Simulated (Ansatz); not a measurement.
The cluster Zn₂Te. The state is a triplet with charge 0. Geometry PBE-D4/def2-TZVP, that of the charge +1 doublet; atoms count from 1.

```
atom   x (Å)   y (Å)   z (Å)
 Zn1  -0.129   2.053   0.774
 Zn2  -0.491  -2.141  -0.084
 Te3   0.620   0.088  -0.689
```

In the def2 sets Te takes a core potential; there is no spin–orbit coupling. The structure comes from a short search, and lower isomers may exist.

(1) Estimate the Mulliken populations from the PBE0/def2-TZVP orbitals of Ansatz.

(2) Where does the spin sit?

(3) And the Mayer bond orders between bonded heavy atoms (over 0.3)?

Results:

(1) 
```
atom  charge (e)  spin (α − β)  d electrons
 Zn1        0.14          0.69        10.02
 Zn2        0.14          0.69        10.02
 Te3       -0.28          0.61            –
```
Mulliken values and Mayer orders depend strongly on the basis.

(2) Summed by element: Zn 1.39, Te 0.61, of 2 unpaired in all. Largest on single atoms: Zn1 0.69, Zn2 0.69, Te3 0.61.

(3) Zn1–Te3 1.04 (2.56 Å); Zn2–Te3 1.04 (2.56 Å).
